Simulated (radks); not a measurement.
Problem. Valence configurations of Mg (all share [Ne]). Method: non-relativistic Kohn-Sham, r2SCAN, spin-polarised, spherical densities, point nucleus; open shells are filled with parallel spins first; meta-GGA in the generalised Kohn-Sham scheme; computed with a radial shooting solver on a logarithmic mesh with Libxc functionals. Order these by energy: 3p2; 3s0.5 3p1.5; 3s1.5 3p0.5; 3s1 3p1; 3s2.

Solution. From the lowest, in eV above it: 3s2 0.000; 3s1.5 3p0.5 1.551; 3s1 3p1 2.515; 3s0.5 3p1.5 4.480; 3p2 6.427. NIST lists [Ne] 3s2 as the ground configuration; this level of theory agrees among the configurations tried. The energies are those of spherical high-spin densities, not of single terms.
